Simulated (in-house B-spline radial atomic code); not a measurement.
Relativistic effects in the calcium ion Ca²⁺, [Ne] 3s2 3p6: non-relativistic Hartree-Fock (point nucleus) against Dirac-Hartree-Fock (Fermi nucleus of rms radius 3.4776 fm), both averages of the configuration, computed with an all-electron radial atomic-structure program (B-spline basis).

```csv
orbital,ε NR (Eh),ε Dirac (Eh),<r> NR (bohr),<r> Dirac (bohr),change of <r> (%)
1s1/2,-149.92,-150.72,0.0773,0.07677,-0.7
2s1/2,-17.369,-17.516,0.3635,0.361,-0.7
2p1/2,-14.178,?,0.3268,?,?
2p3/2,-14.178,-14.144,0.3268,0.3268,0.0
3s1/2,-2.7781,?,1.159,?,?
3p1/2,-1.8768,-1.8874,1.264,1.258,-0.5
3p3/2,-1.8768,-1.8718,1.264,1.265,+0.1
```

Q: What happens to 2p1/2?

A: Its energy goes to -14.283 hartree and <r> to 0.3243 bohr (-0.76 %).

Q: What happens to 3s1/2?

A: Its energy goes to -2.7967 hartree and <r> to 1.154 bohr (-0.50 %).

Q: What explains the pattern of contraction and expansion?

A: Expansion is seen in 3p3/2. The s and p1/2 orbitals contract directly, screen the nucleus better, and so push out orbitals that have little density near the nucleus; spin-orbit coupling adds to this for j = l + 1/2 and opposes it for j = l - 1/2.

Q: By how much does the total energy change?

A: By -2.9496 hartree, from -676.154 to -679.104.
